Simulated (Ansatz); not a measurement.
Coupled-cluster diagnostics for the cluster RbF2⁻, Ansatz.

Geometry of the singlet (r2SCAN-D4/def2-TZVPD):

```xyz
3

Rb   -0.001    0.001    0.000
F    -1.736   -1.142   -1.489
F     1.736    1.141    1.488
```

In the def2 sets Rb takes a core potential; there is no spin–orbit coupling. Correlated methods freeze 2 core orbitals; core or outer-core shells of Rb are correlated, in sets that lack core-valence functions. At PBE0-D4/def2-TZVPD a singlet of charge -1 lies 4.25 eV below the triplet, each at its own geometry. At PBE0-D4/def2-TZVPD a singlet of charge -1 lies 9.95 eV below the quintet, each at its own geometry. The structure comes from a short search, and lower isomers may exist.

Geometry of the charge -1 triplet (r2SCAN-D4/def2-TZVPD):

Cartesian coordinates in Å:
```
Rb 0.001 0.000 0.001
F 1.169 2.229 -0.041
F -1.169 -2.228 0.040
```

Geometry of the charge -1 quintet (r2SCAN-D4/def2-TZVPD):

Cartesian coordinates in Å:
```
Rb -0.004 0.002 0.003
F -2.412 -1.643 -2.283
F 2.416 1.641 2.280
```

Estimate the CCSD(T) correlation energy, the shares of MP2 and (T), T1 and the reference's ⟨S²⟩ for: charge -1, singlet, own geometry in def2-TZVPPD; charge -1, triplet, own geometry in def2-TZVPPD; charge -1, quintet, own geometry in def2-TZVPPD; charge 0, doublet, vertical in def2-TZVPPD; and the rough time on 4 threads of Intel Xeon on a shared host.


```tsv
state	basis	correlation (eV)	MP2 share (%)	(T) share (%)	T1	⟨S²⟩ (pure)	wall time
charge -1, singlet, own geometry	def2-TZVPPD	-18.596	96.9	2.9	0.016	0.00 (0.00)	11 s
charge -1, triplet, own geometry	def2-TZVPPD	-16.834	94.2	2.6	0.025	2.00 (2.00)	25 s
charge -1, quintet, own geometry	def2-TZVPPD	-14.699	91.4	1.8	0.017	6.01 (6.00)	39 s
charge 0, doublet, vertical	def2-TZVPPD	-16.726	94.1	2.7	0.037	0.75 (0.75)	24 s
```
Customary marks for T1 are 0.02 (closed shells), 0.045 (open shells) and about 0.05 (3d metals). T1 exceeds 0.02 in 2 of 4 rows and 0.045 in 0; the higher it lies, the less the single-reference result can be trusted.
